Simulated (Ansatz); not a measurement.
Computed with Ansatz on PBE0-D4/def2-TZVP structures; ΔE is electronic, products minus reactants. CBS: MP2 limit from def2 TZ/QZ plus the TZ coupled-cluster correction, frozen cores. Double bonds are as drawn, so ΔE can hold a change between cis and trans. DFT in def2-TZVPP. B3LYP here is the variant with VWN-RPA as its local correlation; programs differ in this. For Se outer-core shells are correlated without core-valence functions, which leaves a few kJ/mol of doubt a bond. Scalar relativity is left out up to krypton. Each species was taken in one conformer, which may not be the lowest.

Consider the substitution at a C–C bond: `C/C(F)=C\O` + `[F][Al]([F])[SeH]` → `C[Se][Al]([F])[F]` + `O/C=C\F`.

| level | ΔE (eV) |
| --- | --- |
| PBE-D4 | 0.18 |
| B3LYP-D4 | 0.16 |
| PBE | 0.18 |
| MP2/CBS(def2) | 0.16 |

(1) What does CCSD(T)/CBS give? (Best estimate.)

Largest T1 diagnostic among the species: 0.013.

Answers

(1) The calculation gave: +0.17 eV. The listed levels differ from it by 0.01, -0.01, 0.01, -0.01 eV.
